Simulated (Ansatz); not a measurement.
Born–Oppenheimer molecular dynamics of CH₉N₃OSi (15 atoms, charge 0, multiplicity 1). It goes on from the last frame of an earlier run, with new velocities.

The calculation used Ansatz 0.2.0, RKS PBE-D4/STO-3G.

- ensemble: NVT, Nosé–Hoover chain
- time step: 0.5 fs
- steps asked: 166
- set temperature: 400 K
- thermostat: time constant 100 fs, chain length 5
- seed: 649980

First frame:

```xyz
15
Properties=species:S:1:pos:R:3
Si 0.025 0.001 -0.074
O 0.164 -0.300 1.792
C -1.147 -0.279 2.350
H -1.530 -1.160 2.753
H -1.199 0.457 3.175
H -1.920 0.033 1.641
N 1.669 -0.353 -0.730
H 1.421 -1.425 -0.931
H 1.507 0.051 -1.742
N -0.730 1.447 -0.604
H -1.718 1.590 -0.387
H -0.263 2.329 -0.286
N -1.057 -1.506 -0.646
H -1.117 -2.202 0.176
H -0.566 -1.970 -1.405
```

(1) How far do the bonds stretch over the last three quarters of this one trajectory? (Pairs bonded in most of those frames.)

Answers

(1) 
```
   bond  mean (Å)  spread (Å)  shortest  longest
 Si1–O2     1.725       0.038      1.65     1.77
 Si1–N7     1.786       0.064      1.67     1.88
Si1–N10     1.756       0.041      1.71     1.86
Si1–N13     1.782       0.047      1.72     1.88
  O2–C3     1.477       0.072      1.37     1.58
  C3–H4     1.128       0.051      1.04     1.21
  C3–H5     1.119       0.028      1.07     1.16
  C3–H6     1.126       0.024      1.08     1.17
  N7–H8     1.063       0.026      1.02     1.12
  N7–H9     1.066       0.037      1.00     1.14
N10–H11     1.058       0.032      1.00     1.12
N10–H12     1.056       0.016      1.02     1.09
N13–H14     1.060       0.030      1.01     1.14
N13–H15     1.061       0.033      1.00     1.13
```

Mean temperature of the second half: 564 K. The conserved energy stayed within 0.42 meV per atom of its start (net change -0.24 meV per atom), so the integration is sound. The mean temperature of the second half is 41 % above the set value. A run of 0.083 ps of so small a system gives no equilibrium averages. Limits of this set-up: minimal basis.

Run time: 15 min on 1 thread of Arm Neoverse N1, with other jobs on the host, peak memory 0.1 GiB.
